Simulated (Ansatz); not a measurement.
Breaking the Ge1–S2 bond in GeS (multiplicity 1 held). Energies count from the point at 2.028 Å.


R- and RO- levels are restricted; in cc, def2 and unpolarised 6-31G sets they are followed outwards from rest. Unrestricted levels (U-) break spin symmetry where that is lower. Active spaces are followed from rest. Levels need not reach the same state.

Cores are frozen in the correlated methods. Filled d and f shells under p-block atoms count as core.

Run with Ansatz (Gaussian basis) for Hartree–Fock, density functionals and correlated methods. 

Energies in kcal/mol.

```csv
R (Å),R-HF/def2-SVP,U-HF/def2-SVP,U-SCS-MP2/def2-SVP,"FIC-MRCISD+Q on CASSCF(10,8)/def2-SVP"
1.623,95.5,95.5,103.3,106.3
1.826,14.1,14.1,18.5,20.2
2.028,0.0,0.0,0.0,0.0
2.231,15.2,14.6,23.5,8.0
2.434,41.8,29.3,50.2,26.0
2.738,84.6,49.7,76.7,55.4
3.043,117.1,62.5,99.3,79.3
3.550,143.3,68.5,112.4,103.3
4.057,154.8,70.6,115.3,113.0
4.666,161.0,71.9,116.9,117.0
5.477,163.8,72.7,117.8,117.9
6.491,164.6,72.9,118.0,118.2
8.114,164.8,73.0,118.1,118.2
```

Doubts at one or more of the structures used: a restricted determinant that unrestricted orbitals would lower (R-HF/def2-SVP); a spin-contaminated determinant (U-HF/def2-SVP, U-SCS-MP2/def2-SVP).

Ansatz is a quantum-chemistry and plane-wave program.
